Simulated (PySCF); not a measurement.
## Polarisability and C₆ of Fe (iron, neutral)

[Ar] 3d6 4s2, high-spin 5D determinant. Calculation: PySCF 2.14, in aug-cc-pVQZ-DK; the spin-free X2C one-electron Hamiltonian (Gaussian nucleus). Coupled (time-dependent) response in atomic units; α is the mean over directions.

| method | mean α (bohr³) | α xx, yy, zz | C₆ (like pair) | S(−4) |
| --- | --- | --- | --- | --- |
| PBE | 60.94 | 60.27, 60.27, 62.27 | 543.0 | 2062 |

S(−4) is the Cauchy moment in α(ω) = α(0) + S(−4) ω² + …

Reference α: 62 ± 4 bohr³ (recommended; Schwerdtfeger and Nagle, table of static dipole polarizabilities (2023 update)). Published C₆: 482.0 (Chu and Dalgarno (2004); Tang, Norbeck and Certain (1976)).

α(iu) at PBE:

```
u (hartree)  α(iu) (bohr³)
          0          60.94
     0.0500          56.29
      0.100          46.42
      0.200          28.76
      0.300          18.62
      0.500          9.755
      0.750          5.694
       1.00          3.890
       1.50          2.283
       2.00          1.558
       3.00         0.8886
       5.00         0.4155
```

The components differ because the open shell of this determinant is not spherical; for a pure term their mean is the scalar polarisability.
